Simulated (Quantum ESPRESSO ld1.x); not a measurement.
Species: Nb2+. Configuration: [Kr] 4d2 5s1 (not the ground configuration). All-electron calculation, scalar-relativistic Kohn-Sham, PBE, spin-unpolarised, spherical densities, point nucleus. Program: ld1.x of Quantum ESPRESSO 7.5.

Radial electron density D(r) = 4 pi r^2 rho(r):

r (bohr)  D(r) (e/bohr)
0.001414          1.429
0.00187           2.348
0.002495          3.864
0.003301          6.171
0.004403          9.766
0.005825          14.83
0.007769          21.91
0.01028           30.45
0.01371           39.93
0.01814           47.78
0.0242            51.66
0.03227           49.80
0.0427            45.08
0.05695           44.27
0.07535           52.16
0.1005            62.47
0.133             60.51
0.1774            45.80
0.2347            39.02
0.313             46.30
0.4141            44.60
0.5524            26.04
0.7308            12.41
0.9748            10.35
1.29              8.683
1.72              4.383
2.276             1.716
3.036            0.7027
4.017            0.2300
5.357           0.03460
7.088          0.001866

D(r) has 3 maxima, at r = 0.0254, 0.112, 0.353 bohr, and minima at 0.0513, 0.227 bohr, inside which lie 2.04, 11.08 electrons.
